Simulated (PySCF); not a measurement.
Mayer bond orders and bond lengths

C7H9N3.
Atom-mapped SMILES: `[CH:1]#[C:2][c:3]1[cH:4][n:5][n:6][n:7]1[CH:8]([CH3:9])[CH3:10]` (hydrogens: H11 on C1; H12 on C4; H13 on C8; H14, H15, H16 on C9; H17, H18, H19 on C10)

Cartesian coordinates in Å at the GFN2-xTB level; atoms count from 1:
```
atom  x, y, z in Å
C1     2.0544   -1.9551    0.1031
C2     1.6857   -0.8140    0.0259
C3     1.3126    0.5315   -0.0682
C4     2.0910    1.6764   -0.1814
N5     1.2695    2.7326   -0.2398
N6     0.0555    2.3280   -0.1715
N7     0.0382    1.0086   -0.0676
C8    -1.2104    0.2899    0.0141
C9    -1.2983   -0.4738    1.3335
C10   -1.3643   -0.6335   -1.1927
H11    2.3649   -2.9544    0.1712
H12    3.1560    1.7715   -0.2225
H13   -1.9815    1.0681   -0.0163
H14   -2.2693   -0.9538    1.4156
H15   -0.5248   -1.2371    1.3834
H16   -1.1752    0.2061    2.1736
H17   -2.3441   -1.1024   -1.1765
H18   -1.2650   -0.0677   -2.1166
H19   -0.6044   -1.4116   -1.1749
```

Bond orders from the PBE0/pcSseg-1 density (PySCF). One conformer (not necessarily the lowest) at the GFN2-xTB geometry, without solvent, vibrations or thermal averaging.

Problem. Where do the orders between heavy atoms depart from those drawn in the SMILES?

Solution. The largest departure is 0.671, at C1–C2 (drawn triple, 2.329), counting aromatic bonds as 1.5. Drawn single, order below 0.88: N7–C8 (0.832). Drawn double or triple, more than 0.30 short of the drawn order: C1–C2 (2.329). The bonds drawn aromatic range from 1.02 to 1.45.

Problem. Set the Mayer orders of the bonds between heavy atoms beside their lengths.

Solution. 
```csv
bond,drawn as,length (Å),Mayer order
C1–C2,triple,1.202,2.329
C2–C3,single,1.399,0.959
C3–C4,aromatic,1.389,1.411
C4–N5,aromatic,1.339,1.412
N5–N6,aromatic,1.282,1.445
N6–N7,aromatic,1.324,1.228
N7–C8,single,1.443,0.832
C8–C9,single,1.527,1.034
C8–C10,single,1.527,1.034
N7–C3,aromatic,1.361,1.019
```

Bonds between the same two heavy elements. C–C: lowest C2–C3 (0.959, 1.399 Å), highest C1–C2 (2.329, 1.202 Å); in 2 of the 10 pairs the longer bond (by over 0.003 Å) has the higher order (by 0.02 or more). C–N: lowest N7–C8 (0.832, 1.443 Å), highest C4–N5 (1.412, 1.339 Å). N–N: lowest N6–N7 (1.228, 1.324 Å), highest N5–N6 (1.445, 1.282 Å).

Problem. And the bonds to hydrogen?

Solution. C–H: 0.94 to 1.15 (9 bonds).

Problem. Sum the orders of all bonds at each heavy atom with more than one neighbour and set the sums beside the valence in the SMILES.

Solution. C1 3.475 (drawn 4), C2 3.288 (drawn 4), C3 3.389 (drawn 4), C4 3.827 (drawn 4), N5 2.857 (drawn 3), N6 2.673 (drawn 3), N7 3.079 (drawn 3), C8 3.835 (drawn 4), C9 3.907 (drawn 4), C10 3.908 (drawn 4). Orders between atoms that aren't bonded are not in these sums.

Mayer orders depend on the basis set.
